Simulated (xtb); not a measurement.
Al(H)(Me)(SMe) (C2H7AlS), SMILES [CH3][AlH][S]C. All values are semi-empirical tight-binding results from xtb (GFN2-xTB unless named), good for trends rather than for accurate numbers. Geometry optimised at GFN2-xTB. The structure was generated by enumeration; whether it is a known compound was not checked. Other conformers were not sampled.

The geometry has at least one imaginary mode, so it is a saddle point at that level.

For metal compounds this method's bond lengths and energies can be far off.

Computed properties:
orbital gap: 3.97 eV
